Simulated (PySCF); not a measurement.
FeCl3, SMILES [Fe]([Cl])([Cl])[Cl] (connectivity only; charge and spin as stated), neutral, multiplicity 6.

The structure is a stationary point at PBE-D3(BJ)/def2-SVP. The spin state was assumed, not searched. The isomer is the one that the SMILES or the coordinates give; other isomers of the formula were not compared.

These are PBE-D3(BJ)/def2-SVP run with PySCF values and carry that method's errors.

Frequencies are harmonic and unscaled.

Modes within 1.5 cm⁻¹ of each other (mostly degenerate sets) share a row, with their intensities summed.

```tsv
mode	ν (cm⁻¹)	IR (km/mol)	moving atoms (share of kinetic energy)
1	75	17.8	Fe 66 %, Cl 34 %
2–3	100	1.7	Cl 84 %, Fe 16 %
4	339	0.0	Cl 100 %
5–6	445	119.3	Cl 51 %, Fe 49 %
```
